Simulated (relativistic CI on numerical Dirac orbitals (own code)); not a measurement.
Pr I: what numerical and physical settings do to a radial Dirac CI calculation

Reference input:

```
atom Pr  Z=59  charge=0  electrons=59
nucleus A=141  rms_radius_fm=4.8919
hamiltonian dirac-coulomb  breit=on  qed=on  c_scale=1
orbitals kli  potential=per-configuration
slater_scale 1
correlation none
mixing on
grid step=0.0125 r_max=323.6
scf mixing=0.4 start=green max_iterations=150 tolerance=2e-08 node_fill=0.05
configurations
  [Xe] 4f3 6s2
  [Xe] 4f 5d2 6s2
  [Xe] 4f2 6s2 7p
  [Xe] 4f2 6s2 7d
  [Xe] 4f2 6s 7s2
end
```

Computed lowest total energy -9225.15588 Ha, first excitation 1498.3 cm⁻¹, 86 SCF steps. Runs with settings changed; * marks those that are bad on purpose:

```
                                                 Changed    Outcome   Lowest level    ΔE (Ha)  First excitation (cm⁻¹)  SCF steps                                                                      Message
                                nuclear radius 4.4027 fm  converged  4f³6s² ⁴I°9/2    -0.0794                   1498.3         86                                                                             
                                     SCF tolerance 1e-06  converged  4f³6s² ⁴I°9/2  -1.15e-07                   1498.3         74                                                                             
                            start potential thomas-fermi  converged  4f³6s² ⁴I°9/2  -1.44e-09                   1498.3         94                                                                             
start potential previous, grid step 0.02, Breit term off  converged  4f³6s² ⁴I°9/2      -7.84                   1653.8         96                                                                             
                                        Slater scale 2 *  converged  4f³6s² ⁴I°9/2     -0.101                   1565.2         86                                                                             
                          configuration list: overfill *    refused                                                             0  configuration [Kr] 4d10 4f3 5s2 6s3: a shell holds more than 4l+2 electrons
```

With so few configurations and no correlation, terms lie too far apart (by 10 to 50 % near neutrality), their order can be wrong, and levels of other configurations are missing.
